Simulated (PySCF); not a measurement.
C2H8BNO, SMILES B(N(C)C)O. Coordinates come from a PBE-D3(BJ)/def2-SVP optimisation. The structure was generated by enumeration, and PubChem lists no compound with its InChIKey, so it may never have been made. One conformer was computed; it need not be the lowest.

Question: Give the equilibrium geometry at PBE-D3(BJ)/def2-SVP (PySCF confirms it by a frequency run) as a Z-matrix, and its point group. (Estimate from the structure and the level; the computed values follow.)

Answer: Several could match; the one computed here: point group Cs.
```
N
B 1 1.4237
O 2 1.3748 1 124.94
H 3 0.9743 2 113.38 1 0.00
C 1 1.4469 2 124.66 3 0.00
H 5 1.1092 1 111.37 2 0.00
H 5 1.1148 6 107.18 4 122.60
H 5 1.1148 6 107.18 7 114.80
C 1 1.4498 2 121.54 3 180.00
H 9 1.1058 1 109.80 2 0.00
H 9 1.1152 10 108.25 1 -122.13
H 9 1.1152 10 108.25 11 -115.74
H 2 1.2176 3 116.48 4 180.00
```
